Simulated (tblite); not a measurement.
Compound: C7H11ClSi.
Structure used (GFN2-xTB), in Å, numbered top down from 1:
```xyz
20
C7H11ClSi angstrom
C      3.2100   -0.1909   -0.0699
C      1.9263    0.1044   -0.1825
C      0.8531   -0.6636   -0.9201
C     -0.3391    0.2989   -0.6887
C     -1.5425   -0.3570   -0.0927
Cl    -2.3449   -1.4509   -1.2543
C     -2.4520    0.3422    0.8647
C     -1.5949   -0.8000    1.3336
Si     0.7547    1.4747    0.3843
H      3.6363   -1.0718   -0.5278
H      3.8906    0.4333    0.4852
H      1.0890   -0.8179   -1.9731
H      0.6758   -1.6419   -0.4711
H     -0.6420    0.7711   -1.6271
H     -2.1860    1.3457    1.1627
H     -3.5146    0.1754    0.7795
H     -0.7425   -0.5884    1.9616
H     -2.0831   -1.7357    1.5602
H      0.9336    2.8114   -0.1818
H      0.4669    1.5717    1.8154
```

Computed values, GFN2-xTB/tblite, gas phase, harmonic and unscaled. This tight-binding method is rough: wavenumbers can miss measured ones by several per cent, in bad cases by 10 to 20. Modes of hydrogen on silicon can be 10 to 20 % off. One conformer, not necessarily the lowest.

Harmonic wavenumbers (cm⁻¹): 28.1, 59.1, 138.6, 203.5, 243.8, 277.7, 297.8, 321.4, 324.2, 436.9, 463.2, 468.8, 548.6, 592.0, 610.5, 655.0, 675.3, 705.7, 786.5, 806.1, 867.0, 906.1, 909.3, 926.6, 945.9, 992.5, 1011.1, 1049.0, 1067.7, 1074.4, 1100.3, 1139.5, 1146.8, 1158.6, 1180.0, 1249.3, 1290.1, 1373.0, 1412.6, 1424.6, 1457.5, 1478.8, 1709.5, 2254.7, 2272.3, 2941.3, 2974.8, 2991.1, 3063.1, 3080.2, 3083.7, 3096.2, 3104.5, 3108.9.

A = 2114, B = 766.9, C = 646.8 MHz; mass 158.032 u (most abundant isotopes); point group C1, symmetry number 1.

Q: What is the zero-point energy?

A: Half the sum of the wavenumbers: 33742 cm⁻¹ = 96.47 kcal/mol.

Q: What is S at 273.15 K and 1 bar for an ideal gas of classical rigid rotors and harmonic oscillators?

A: Translation 40.67, rotation 29.85, vibration 26.60: S = 97.1 cal/(mol K).

Q: And Cp and H(273.15 K) − H(0)?

A: Cp = 38.38 cal/(mol K), of which vibrations give 30.43 (their classical limit is 54 R = 107.3); H(273.15 K) − H(0) = 6.06 kcal/mol without the zero-point energy, 3.88 from vibrations.

Q: Which modes carry the vibrational entropy at 273.15 K?

A: 28.1 cm⁻¹: 5.79; 59.1 cm⁻¹: 4.31; 138.6 cm⁻¹: 2.66; 203.5 cm⁻¹: 1.94; 243.8 cm⁻¹: 1.62; 277.7 cm⁻¹: 1.40 cal/(mol K); the other 48 give 8.88 together.

Q: How do the functions run with temperature in this model?

A: 
| T (K) | S (cal/(mol K)) | Cp (cal/(mol K)) | H − H(0) (kcal/mol) | G − H(0) (kcal/mol) | ln q(vib) |
| --- | --- | --- | --- | --- | --- |
| 150 | 79.1 | 23.3 | 2.27 | -9.60 | 3.12 |
| 250 | 93.8 | 35.5 | 5.20 | -18.26 | 5.63 |
| 298.15 | 100.6 | 41.4 | 7.05 | -22.94 | 6.89 |
| 400 | 114.4 | 53.0 | 11.88 | -33.90 | 9.64 |
| 600 | 139.3 | 69.7 | 24.26 | -59.33 | 15.13 |
| 900 | 170.7 | 84.9 | 47.65 | -106.01 | 23.02 |

q(vib) and H(0) count from the zero-point level.

Hindered rotation and anharmonicity are outside this model. Other conformers, if any are populated, would add a mixing term that is left out. The structure is chiral; the term R ln 2 for an equal mix with its mirror image is left out.

On an Arm Neoverse N1 with one thread, on a shared host, this took 1.7 s of wall time. The figure is for the frequency step alone.
